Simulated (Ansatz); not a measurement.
Start from `O[SiH2]C[Si](O)(O)O` and change one atom or group to get `O[Si](O)(O)S`.

Ansatz, PBE0-D4/def2-TZVP geometries, multiplicity 1. Each molecule was computed in one conformer, which needn't be the lowest.

```tsv
property	`O[SiH2]C[Si](O)(O)O`
HOMO energy (B3LYP/def2-TZVPP) / eV	-8.13
HOMO energy (ωB97M-V/def2-TZVPP) / eV	-10.68
LUMO energy (PBE/def2-TZVPP) / eV	-0.56
LUMO energy (PBE0/def2-TZVPP) / eV	0.30
HOMO energy (PBE/def2-TZVPP) / eV	-6.85
HOMO–LUMO gap (PBE/def2-TZVPP) / eV	6.29
```

Question: What does the change do to each property? (An estimate is asked.)

Answer: Ansatz gave: 
```tsv
property	`O[Si](O)(O)S`	shift
HOMO energy (B3LYP/def2-TZVPP) / eV	-7.32	0.81
HOMO energy (ωB97M-V/def2-TZVPP) / eV	-9.81	0.87
LUMO energy (PBE/def2-TZVPP) / eV	-0.55	0.01
LUMO energy (PBE0/def2-TZVPP) / eV	0.34	0.04
HOMO energy (PBE/def2-TZVPP) / eV	-6.29	0.56
HOMO–LUMO gap (PBE/def2-TZVPP) / eV	5.74	-0.55
```

B3LYP here is the variant with VWN-RPA as its local correlation; programs differ in this.
